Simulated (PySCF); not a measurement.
MoO4, charge -2, singlet, at a GFN2-xTB geometry (such geometries of metal compounds can be far from the true shape) (core potentials on Mo) (in this run its highest filled SCF level lies above zero, so its values depend strongly on the basis, on diffuse functions most of all); DF-B3LYP/def2-SV(P) run with PySCF.

Input for PySCF:
```python
from pyscf import gto, scf, dft

mol = gto.Mole()
mol.atom = '''
    Mo    0.00000000   -0.00000000    0.00000000
    O     1.39196717   -0.30250817   -0.96057373
    O     0.47788879    0.29669542    1.62338530
    O    -0.83104508    1.37333660   -0.61245111
    O    -1.03881088   -1.36752385   -0.05036046
'''
mol.basis = 'def2-sv(p)'
mol.ecp = {'Mo': 'def2-sv(p)'}
mol.charge = -2
mol.verbose = 4
mol.build()

mf = dft.RKS(mol)
mf.xc = 'b3lyp'
mf = mf.density_fit(auxbasis='def2-universal-jkfit')
mf.kernel()
mf.analyze()
```

The log (banner, timings and long lists left out):

```
PySCF version 2.14.0

[INPUT] verbose = 4
[INPUT] num. atoms = 5
[INPUT] num. electrons = 48
[INPUT] charge = -2
[INPUT] spin (= nelec alpha-beta = 2S) = 0
[INPUT] symmetry False subgroup None
[INPUT] Mole.unit = angstrom
[INPUT] Symbol           X                Y                Z      unit          X                Y                Z       unit  Magmom
[...]
nuclear repulsion = 210.414390792091
number of shells = 34
number of NR pGTOs = 146
number of NR cGTOs = 80
basis = def2-sv(p)
ecp = {'Mo': 'def2-sv(p)'}

******** <class 'pyscf.df.df_jk.DFRKS'> ********
method = DFRKS
initial guess = minao
damping factor = 0
level_shift factor = 0
DIIS = <class 'pyscf.scf.diis.CDIIS'>
diis_start_cycle = 1
diis_space = 8
diis_damp = 0
SCF conv_tol = 1e-09
SCF conv_tol_grad = None
SCF max_cycles = 50
direct_scf = False
XC library pyscf.dft.libxc version 7.1.2
    S. Lehtola, C. Steigemann, M. J. T. Oliveira, and M. A. L. Marques,  SoftwareX 7, 1–5 (2018)
XC functionals = b3lyp
    P. J. Stephens, F. J. Devlin, C. F. Chabalowski, and M. J. Frisch,  J. Phys. Chem. 98, 11623 (1994)
radial grids:
    Treutler-Ahlrichs [JCP 102, 346 (1995); DOI:10.1063/1.469408] (M4) radial grids

becke partition: Becke, JCP 88, 2547 (1988); DOI:10.1063/1.454033
pruning grids: <function nwchem_prune>
grids dens level: 3
symmetrized grids: False
atomic radii adjust function: <function treutler_atomic_radii_adjust>
small_rho_cutoff = 0
Set gradient conv threshold to 3.16228e-05
Initial guess from minao.
tot grids = 78768
******** <class 'pyscf.df.df.DF'> ********
auxbasis = def2-universal-jkfit
init E= -361.350478036645
[...]
cycle= 1 E= -368.192855564548  delta_E= -6.84  |g|= 1.99  |ddm|= 3.45
[...]
cycle= 2 E= -364.613428140671  delta_E= 3.58  |g|= 4.52  |ddm|= 6.13
[...]
cycle= 3 E= -368.803573573887  delta_E= -4.19  |g|= 0.685  |ddm|= 5.16
[...]
cycle= 4 E= -368.922467380092  delta_E= -0.119  |g|= 0.143  |ddm|= 0.94
[...]
cycle= 5 E= -368.927615432074  delta_E= -0.00515  |g|= 0.0119  |ddm|= 0.156
[...]
cycle= 6 E= -368.927643033365  delta_E= -2.76e-05  |g|= 0.00162  |ddm|= 0.00772
[...]
cycle= 7 E= -368.927643461342  delta_E= -4.28e-07  |g|= 0.000485  |ddm|= 0.00153
[...]
cycle= 8 E= -368.927643501487  delta_E= -4.01e-08  |g|= 0.000195  |ddm|= 0.000473
[...]
cycle= 9 E= -368.927643509319  delta_E= -7.83e-09  |g|= 5.43e-06  |ddm|= 0.000152
[...]
cycle= 10 E= -368.927643509328  delta_E= -8.75e-12  |g|= 3.54e-07  |ddm|= 9.57e-06
[...]
Extra cycle  E= -368.927643509328  delta_E= -1.14e-13  |g|= 8.46e-07  |ddm|= 9.42e-07
converged SCF energy = -368.927643509328
**** SCF Summaries ****
Total Energy =                        -368.927643509328107
Nuclear Repulsion Energy =             210.414390792090842
One-electron Energy =                 -970.802054960667874
Two-electron Energy =                  391.460020659248926
Two-electron Coulomb Energy =          434.220771291074072
DFT Exchange-Correlation Energy =      -42.760750631825175
HOMO-LUMO gap [eV] =                     5.225937903422774
**** MO energy ****
[...]
WARN: System has nonzero charge -2; the dipole moment is origin-dependent.
Location of origin: [0. 0. 0.]

Dipole moment(X, Y, Z, Debye): -0.00001, -0.00000, -0.00000
```
